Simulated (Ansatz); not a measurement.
Two isomers of C2H8N2Si: A = `NC(N)=C[SiH3]`, B = `NC/N=C/[SiH3]`.

Isolated molecules relaxed with PBE0-D4/def2-TZVP in Ansatz; ΔE leaves out vibrations. CCSD(T)/CBS is the MP2 limit (def2-TZVPP, def2-QZVPP) plus CCSD(T) − MP2 in def2-TZVPP, frozen cores. Functionals use def2-TZVPP. B3LYP here is the variant with VWN-RPA as its local correlation; programs differ in this. Each species was taken in one conformer, which may not be the lowest.

Task: Which isomer does CCSD(T)/CBS put lower? Give the gap. (An estimate is asked.)

Result: Ansatz gave: A, by 21.4 kcal/mol.

Task: Give E(B) − E(A) in kcal/mol with HF/def2-TZVPP, CCSD/def2-TZVPP, ωB97M-V, PBE0-D4, MP2/def2-TZVPP, B3LYP, B3LYP-D4. (Estimate.)

Result: Computed: HF/def2-TZVPP 20.3, CCSD/def2-TZVPP 20.3, ωB97M-V 23.5, PBE0-D4 25.5, MP2/def2-TZVPP 23.0, B3LYP 22.0, B3LYP-D4 23.1. None reverses the order clearly.

Largest T1 diagnostic: 0.012.

The D4 term adds +1.1 kcal/mol with B3LYP and +0.6 kcal/mol with PBE0; it sums over pairs of atoms, weighted by their polarisabilities, and B3LYP, whose exchange is more repulsive, gets the larger term. From PBE to PBE0 (25 % exact exchange), in def2-TZVPP and without D4, E(B) − E(A) moves by +1.1 kcal/mol.
